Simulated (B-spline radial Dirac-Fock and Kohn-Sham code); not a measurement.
Z = 78 (platinum), transition energy 424 keV. Model: a Dirac-Hartree-Slater potential of the neutral atom with a Latter tail (no hole, which puts coefficients of high multipoles low close above an edge), finite nucleus with surface currents. Program: an atomic code on a B-spline grid. Subshells that would emit electrons below 1 keV are left out.

Problem. A pure transition shows α(K) = 0.0690, L1/L2 = 0.411 and L1/L3 = 1.29. What is its multipolarity?
A. M4
B. E3
C. M2
D. E1
E. M1
F. E4
G. M3
H. E2

Solution. B. For comparison, α(K), L1/L2, L1/L3 are E1 0.00986, 7.58, 9.42; E2 0.0266, 1.10, 2.46; E4 0.177, 0.251, 0.922; M1 0.100, 10.8, 123; M2 0.307, 7.36, 22.1; M3 0.780, 5.14, 5.45; M4 1.94, 3.88, 2.35.

Values without a named source are computed, but for edge energies of neutral atoms, which are taken from tables.
